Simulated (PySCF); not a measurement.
Telling isomers of C₆H₁₄Si₃ apart by NMR

PySCF 2.14 calculation with PBE0/pcSseg-1 with gauge-including orbitals and GFN2-xTB structure; no solvent, a single conformation, fast rotation and ring inversion assumed for equivalent nuclei, relativity neglected.

References, each an isolated molecule treated in the same way: 1H (σ = 31.72 ppm), 13C (σ = 186.93 ppm) against TMS. Where no couplings were computed, multiplicities follow the n + 1 count of equivalent neighbours, and m marks all less simple cases (inequivalent or close neighbours, rings, F or P nearby). Shifts are as computed. Against solution values, carbons near 30 ppm lie about +3 ppm off and those near 130 ppm about +5 ppm. Of 1211 compounds with measured shifts, 218 miss one by over three times the rms of a fit or turn the order of signals round; such compounds aren't used in these exercises.

(1) Tabulate the signals of `C[Si@H](C#CC1CC1)[SiH2][SiH3]`, `C=C(C)C1=C[SiH2]C1([SiH3])[SiH3]`, `[SiH3]C1([SiH3])[SiH2]C=C1C1CC1` and their relative energies.

(2) What is the quickest way to tell C[Si@H](C#CC1CC1)[SiH2][SiH3] from C=C(C)C1=C[SiH2]C1([SiH3])[SiH3]?

(3) What is the quickest way to tell C[Si@H](C#CC1CC1)[SiH2][SiH3] from [SiH3]C1([SiH3])[SiH2]C=C1C1CC1?

(4) What is the quickest way to tell C=C(C)C1=C[SiH2]C1([SiH3])[SiH3] from [SiH3]C1([SiH3])[SiH2]C=C1C1CC1?

Answers

(1) 
```json
{"SMILES": "C[Si@H](C#CC1CC1)[SiH2][SiH3]", "carbon types": "2×C 1×CH 2×CH2 1×CH3", "δC": "124.7, 79.8, 11.8, 11.6, 3.5, -0.6", "δH": "4.75 (m, 1H), 3.44 (m, 3H), 3.38 (m, 1H), 3.16 (m, 1H), 1.37 (m, 1H), 0.78 (m, 1H), 0.77 (m, 1H), 0.76 (m, 1H), 0.72 (m, 1H), 0.34 (d, 3H)", "E rel. (kcal/mol)": "8.1"}
{"SMILES": "C=C(C)C1=C[SiH2]C1([SiH3])[SiH3]", "carbon types": "3×C 1×CH 1×CH2 1×CH3", "δC": "176.1, 148.1, 126.2, 125.8, 23.2, 8.2", "δH": "5.82 (t, 1H), 5.69 (m, 1H), 5.55 (m, 1H), 4.81 (m, 2H), 4.20 (s, 6H), 2.06 (s, 3H)", "E rel. (kcal/mol)": "0.0"}
{"SMILES": "[SiH3]C1([SiH3])[SiH2]C=C1C1CC1", "carbon types": "2×C 2×CH 2×CH2", "δC": "187.3, 111.4, 16.6, 16.6, 15.3", "δH": "4.94 (m, 1H), 4.84 (m, 2H), 4.17 (s, 6H), 1.32 (m, 1H), 1.05 (m, 2H), 0.76 (m, 2H)", "E rel. (kcal/mol)": "6.3"}
```

Energies are electronic energies at PBE0/pcSseg-1 on these geometries, without zero-point or thermal terms, each for the one conformer computed, which needn't be the lowest.

(2) Both give the same number of carbon signals, but DEPT or the intensities differ. The first has an alkyne carbon (C) at 79.8 ppm, the second an alkene CH at 126.2 ppm. Their most deshielded carbons lie at 124.7 and 176.1 ppm. In the proton spectra the most deshielded non-exchanging signals are 4.75 (m, 1H) and 5.82 (t, 1H).

(3) Count the carbon signals: 6 against 5. The first has an alkyne carbon (C) at 124.7 ppm, the second a fully substituted alkene carbon (C) at 187.3 ppm.

(4) Count the carbon signals: 6 against 5. The first has a terminal =CH2 carbon at 125.8 ppm, the second a three-membered-ring carbon (CH2) at 16.6 ppm. Their most deshielded carbons lie at 176.1 and 187.3 ppm. In the proton spectra the most deshielded non-exchanging signals are 5.82 (t, 1H) and 4.94 (m, 1H).
